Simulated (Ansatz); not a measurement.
# Energy profile

The step: SiH₂Cl₂ ([Cl][SiH2][Cl]) + H₂O + NH₃ → SiNH₃Cl₂ ([NH2][SiH]([Cl])[Cl]) + H₂O + H₂; bonds formed: H2–H8, H6–O9; dative contacts that become bonds: Si1–N7; bonds broken: Si1–H2, H6–N7, H8–O9 (atoms numbered as in the saddle structure below).

```xyz
12
angstrom
Si -1.0682 -0.3308 -0.3066
H -0.2161 -0.9803 1.0528
Cl -0.1394 -1.8133 -1.4277
Cl -2.1644 0.5504 -1.9311
H -2.2607 -0.6086 0.5167
H 1.2182 0.5213 0.2647
N -0.0040 1.1150 -0.0587
H 0.8155 -0.7864 1.0049
O 1.8533 -0.2537 0.7894
H -0.0888 1.7668 -0.8311
H -0.2599 1.6112 0.7912
H 2.3143 -0.7918 0.1356
```

Electronic energies by CCSD(T) at an estimated basis limit (MP2 extrapolated from triple and quadruple zeta, plus CCSD(T) − MP2 in triple zeta), on PBE0-D4/def2-TZVP structures; SiNH₇Cl₂O, closed shell; no counterpoise correction. Ansatz 0.2.0; basis: def2-TZVPP and def2-QZVPP; cores frozen in the correlated methods. Extrapolation: Hartree–Fock as exp(−7.88 √X), correlation as X^−2.97.

**Question.** Give the profile in kcal/mol, counted from the separated reactants. (An estimate is asked for; the value comes from the calculation.)

**Answer.** Computed:
```json
{"point": "separated: SiH₂Cl₂ (linked as [Cl][SiH2][Cl]; Si1, H2, Cl3, Cl4, H5; singlet) + NH₃ (H6, N7, H10, H11; singlet) + H₂O (H8, O9, H12; singlet)", "kcal/mol": "0.00"}
{"point": "start structure", "kcal/mol": "-12.18"}
{"point": "saddle", "kcal/mol": "25.32"}
{"point": "end structure", "kcal/mol": "-16.65"}
{"point": "separated: SiNH₃Cl₂ (linked as [NH2][SiH]([Cl])[Cl]; Si1, Cl3, Cl4, H5, N7, H10, H11; singlet) + H₂ (H2, H8; singlet) + H₂O (H6, O9, H12; singlet)", "kcal/mol": "-11.40"}
```

T1 diagnostic: at most 0.010.

For scale, one of the runs: CCSD(T)/def2-TZVPP, 286 basis functions, launched by `ansatz run in.yaml --threads 8 --pin off --events-out ev --progress --plain --max-ram 19148MiB`. Time: 3.1 min of wall clock on 8 CPU threads of an Intel Xeon; the host was shared. Peak host memory: 8.4 GiB.
